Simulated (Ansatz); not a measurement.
Start from `OB(F)[SiH3]` and change one atom or group to get `BCB(O)F`.

Ansatz, PBE0-D4/def2-TZVP geometries, multiplicity 1. Each molecule was computed in one conformer, which needn't be the lowest.

```csv
property,`OB(F)[SiH3]`
LUMO energy (ωB97M-V/def2-TZVPP) / eV,1.26
LUMO energy (PBE0/def2-TZVPP) / eV,-0.71
HOMO–LUMO gap (ωB97M-V/def2-TZVPP) / eV,12.04
size of the dipole moment (PBE/def2-TZVPP) / D,1.98
HOMO energy (PBE/def2-TZVPP) / eV,-7.23
LUMO energy (PBE/def2-TZVPP) / eV,-1.63
```

Question: What does the change do to each property? (Estimate.)

Answer: The calculation gave: 
```csv
property,`BCB(O)F`,shift
LUMO energy (ωB97M-V/def2-TZVPP) / eV,0.30,-0.96
LUMO energy (PBE0/def2-TZVPP) / eV,-1.64,-0.93
HOMO–LUMO gap (ωB97M-V/def2-TZVPP) / eV,11.89,-0.15
size of the dipole moment (PBE/def2-TZVPP) / D,2.24,0.26
HOMO energy (PBE/def2-TZVPP) / eV,-7.80,-0.57
LUMO energy (PBE/def2-TZVPP) / eV,-2.62,-0.99
```

With PBE0 the HOMO falls by 0.67 eV and the LUMO falls by 0.93 eV, so the gap narrows by about 0.26 eV. PBE moves the HOMO by -0.57 eV and ωB97M-V by -0.81 eV. The zero-point energy changes by 61.7 kJ/mol with +6 modes. Dipoles are sizes alone; their direction can turn.
